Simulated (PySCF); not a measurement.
## Relaxation of doublet BiCl₄

Computed with UPBE0/[Bi def2-SVP with ECP60, Cl def2-SVP], scalar-relativistic core potentials, density fitting, no spin–orbit coupling, PySCF. A (50,194) grid was used.

A start displaced from a saddle point along its imaginary mode, of C2v symmetry, held to at least that symmetry:

```xyz
5
charge 0 multiplicity 2, angstrom
Bi    0.0000    0.0000    0.2165
Cl    2.3758    0.0000   -0.5629
Cl    0.0000    2.5198   -0.0841
Cl   -2.3758    0.0000   -0.5629
Cl    0.0000   -2.5198   -0.0841
```

**Question.** What does it relax to?

**Answer.** It ends at D2d with Bi–Cl 2.496 Å (×4); Cl–Bi–Cl 109.5° (×6) (after a last refinement on a finer grid). The frequency run here used a shortcut that can spoil soft modes, so no verdict on minimum or saddle point is given. Other isomers or separated fragments may lie lower.

**Question.** How much energy is released, and in how many steps?

**Answer.** 96.0 kJ/mol in 15 steps.

No spin–orbit coupling is included, which matters more the heavier the element.

The relaxation took about 4 core-minutes on a shared host.
